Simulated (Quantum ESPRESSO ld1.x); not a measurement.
The numbers below are computed, except where a source is named.
The promethium ion Pm25+, 36 electrons, occupied as [Kr]. Level of theory: Dirac Kohn-Sham, PBE, spin-unpolarised, spherical densities, point nucleus (ld1.x of Quantum ESPRESSO 7.5).

Radial electron density D(r) = 4 pi r^2 rho(r):

```
   r/bohr * D(r) (the largest magnitude, 106, reaches the edge; | marks zero)
 0.001218 | *
 0.001384 |  *
 0.001573 |   *
 0.001788 |    *
 0.002048 |     *
 0.002328 |      *
 0.002646 |       *
 0.003007 |         *
 0.003417 |           *
 0.003915 |             *
  0.00445 |                *
 0.005058 |                   *
 0.005748 |                      *
 0.006586 |                         *
 0.007485 |                             *
 0.008507 |                                *
 0.009669 |                                   *
  0.01099 |                                      *
  0.01259 |                                        *
  0.01431 |                                          *
  0.01626 |                                          *
  0.01848 |                                          *
  0.02118 |                                        *
  0.02407 |                                       *
  0.02735 |                                      *
  0.03109 |                                     *
  0.03534 |                                      *
  0.04048 |                                        *
  0.04601 |                                            *
  0.05229 |                                                *
  0.05943 |                                                    *
  0.06809 |                                                      *
  0.07739 |                                                     *
  0.08796 |                                                  *
  0.09997 |                                             *
   0.1136 |                                        *
   0.1302 |                                      *
    0.148 |                                       *
   0.1682 |                                           *
   0.1911 |                                              *
    0.219 |                                              *
   0.2489 |                                        *
   0.2828 |                               *
   0.3215 |                      *
   0.3654 |                *
   0.4186 |            *
   0.4757 |            *
   0.5407 |           *
   0.6145 |         *
   0.7041 |     *
   0.8002 |  *
   0.9095 |*
    1.034 *
    1.175 *
    1.346 *
     1.53 *
    1.739 *
```

D(r) has 3 maxima, at r = 0.0163, 0.0703, 0.202 bohr, and minima at 0.0311, 0.132 bohr, inside which lie 2.01, 11.06 electrons.
